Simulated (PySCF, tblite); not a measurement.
Isomers of C6H12F2OSi. Computed with GFN2-xTB (tblite): harmonic, unscaled wavenumbers at the GFN2-xTB geometry, gas phase. This tight-binding method is rough: wavenumbers can miss measured ones by several per cent, in bad cases by 10 to 20. Modes of hydrogen on silicon can be 10 to 20 % off. One conformer each.

Electronic energies: PBE0/pcSseg-1 single points on the GFN2-xTB geometries (PySCF, gas phase).

```csv
SMILES,"electronic energy, lowest = 0 (kcal/mol)"
CC(C)O[C@@H]([SiH3])/C(F)=C/F,28.5
C[C@@H]([SiH3])[C@@](C)(C=O)C(F)F,0.0
CC[C@@H]1C[C@@]1([SiH3])OC(F)F,10.7
```

Task: How do GFN2-xTB zero-point energies change the relative energies?

Result: 
| SMILES | ZPE (kcal/mol) | of it from modes above 1550 cm⁻¹ | electronic (kcal/mol) | with ZPE, lowest = 0 (kcal/mol) | lowest mode (cm⁻¹) | rings |
| --- | --- | --- | --- | --- | --- | --- |
| C[C@@H]([SiH3])[C@@](C)(C=O)C(F)F | 103.5 | 50.7 | 0.0 | 0.0 | 54 | 0 |
| CC[C@@H]1C[C@@]1([SiH3])OC(F)F | 104.2 | 48.6 | 10.7 | 11.4 | 28 | 1 |
| CC(C)O[C@@H]([SiH3])/C(F)=C/F | 102.8 | 51.1 | 28.5 | 27.7 | 41 | 0 |

The zero-point energies span 1.4 kcal/mol, from `CC(C)O[C@@H]([SiH3])/C(F)=C/F` to `CC[C@@H]1C[C@@]1([SiH3])OC(F)F`. The order is unchanged.

Task: And how do the electronic energies of GFN2-xTB itself compare?

Result: `C[C@@H]([SiH3])[C@@](C)(C=O)C(F)F` 6.3; `CC[C@@H]1C[C@@]1([SiH3])OC(F)F` 0.0; `CC(C)O[C@@H]([SiH3])/C(F)=C/F` 14.9 kcal/mol, lowest = 0. Against the energies above, taken from the same isomer `C[C@@H]([SiH3])[C@@](C)(C=O)C(F)F`, the largest difference is 19.9 kcal/mol.

Task: What do entropy and thermal enthalpy add at 298.15 K and 1 bar (rigid rotor, harmonic oscillator, one conformer each)?

Result: 
```json
{"SMILES": "C[C@@H]([SiH3])[C@@](C)(C=O)C(F)F", "point group": "C1", "symmetry number": "1", "S (cal/(mol K))": "110.5", "H − H(0) (kcal/mol)": "8.66", "ZPE + H − H(0) − TS (kcal/mol)": "79.3"}
{"SMILES": "CC[C@@H]1C[C@@]1([SiH3])OC(F)F", "point group": "C1", "symmetry number": "1", "S (cal/(mol K))": "111.6", "H − H(0) (kcal/mol)": "8.38", "ZPE + H − H(0) − TS (kcal/mol)": "79.3"}
{"SMILES": "CC(C)O[C@@H]([SiH3])/C(F)=C/F", "point group": "C1", "symmetry number": "1", "S (cal/(mol K))": "115.6", "H − H(0) (kcal/mol)": "9.00", "ZPE + H − H(0) − TS (kcal/mol)": "77.3"}
```
